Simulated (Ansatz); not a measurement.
Harmonic frequencies (cm⁻¹) at PBE0-D4/def2-TZVP from Ansatz: 118, 205, 259, 263, 580, 663, 697, 705, 860, 1564, 3536, 3638.

Each molecule was computed in one conformer, which needn't be the lowest.

Problem. Which molecule is it?
A. `CS[S]`•
B. `[OH][Sn]([Cl])[Cl]`•
C. `[O][Sn]([F])([Cl])[Cl]`•
D. `[NH2][Ge]([F])[F]`•

Solution. D.
